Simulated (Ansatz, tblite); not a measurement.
Spin states of Ca2Te2, each relaxed with PBE-D4/def2-SVP in Ansatz. Electronic energies in the gas phase.

In the def2 sets Te takes a core potential; there is no spin–orbit coupling. The xTB rows come from tblite. HSE06 is defined as in plane-wave codes, on full-range PBE exchange. Correlated methods freeze 18 core orbitals; core or outer-core shells of Ca, Te are correlated, in sets that lack core-valence functions. The structure comes from a short search, and lower isomers may exist.

Singlet geometry (D2h within 0.1 Å):

```xyz
4

Ca   -0.8021   -1.4781    0.3947
Ca    0.8021    1.4784   -0.3945
Te    1.9439   -1.1743   -0.4476
Te   -1.9440    1.1741    0.4473
```

Triplet geometry (C2v within 0.1 Å):

```xyz
4

Ca    0.9179    1.1519    1.1715
Ca   -0.9614   -1.6110    0.1478
Te   -1.5913    1.2190   -0.3685
Te    1.6349   -0.7598   -0.9507
```

⟨S²⟩: triplet 2.01 at PBE0-D4/def2-TZVP (pure 2.00).

The quintet was relaxed too but is left out (at the level of its geometry, an occupied level 0.13 eV above an empty one); at PBE0-D4/def2-TZVP it lies 4.01 eV above the lowest shown.

```csv
level,triplet − singlet (kcal/mol),lowest of these
GFN2-xTB,46.3,singlet
PBE-D4/def2-TZVP,37.2,singlet
r2SCAN-D4/def2-TZVP,40.8,singlet
MP2/def2-TZVP,47.6,singlet
```

**Question.** Estimate the rows for GFN1-xTB, HF/def2-TZVP, PBE0-D4/def2-TZVP, HSE06-D4/def2-TZVP.

**Answer.** 
| level | triplet − singlet (kcal/mol) | lowest of these |
| --- | --- | --- |
| GFN1-xTB | 56.4 | singlet |
| HF/def2-TZVP | 41.0 | singlet |
| PBE0-D4/def2-TZVP | 41.2 | singlet |
| HSE06-D4/def2-TZVP | 40.7 | singlet |

The xTB methods have no spin-polarisation term.
